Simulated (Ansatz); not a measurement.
The cluster Cs₃F₃⁻, relaxed as a doublet with UKS r2SCAN-D4/def2-SVPD in Ansatz, starting from the r2SCAN-D4/def2-SVP geometry of the neutral singlet. Force threshold 0.02 eV/Å.

In the def2 sets Cs takes a core potential; there is no spin–orbit coupling. The highest occupied level of the relaxed charge -1 doublet lies above zero (up to 0.49 eV). By energy differences it is unbound by 0.16 eV (each at its own geometry, against the charge 0 singlet, at PBE0-D4/def2-TZVPD) and held by the finite basis. An occupied level lies above an empty one. The structure comes from a short search, and lower isomers may exist.

Start:

```csv
atom,x (Å),y (Å),z (Å)
Cs1,2.2200,-1.3992,-0.9960
Cs2,-0.9630,-0.5489,2.5769
Cs3,-1.2572,1.9471,-1.5824
F4,0.8231,0.4737,-2.1749
F5,1.0517,-1.6618,1.3311
F6,-1.8747,1.1891,0.8453
```

Estimate the energy that the relaxation releases and the steps that it takes.

1.4 kcal/mol, in 7 steps; 68 s on 4 threads of Arm Neoverse V2 on a shared host. The force fell under the threshold at step 5, but the optimiser went on. No frequencies were taken in this run, so the end may be a saddle point.

Does the start keep its bonding and symmetry?

By distances, no bond broke or formed. The bond that changes most is Cs3–F6, from 2.62 to 2.70 Å (atoms count from 1). Point group D3h at the start, C2v at the end, both within 0.05 Å.

Predict the relaxed structure.


```xyz
6

Cs    2.292   -1.456   -1.012
Cs   -0.946   -0.541    2.524
Cs   -1.306    2.020   -1.617
F     0.822    0.471   -2.184
F     1.148   -1.778    1.409
F    -2.010    1.284    0.881
```
Bond lengths (bridged metal pairs left out): 6 × Cs–F 2.68 to 2.70 Å.
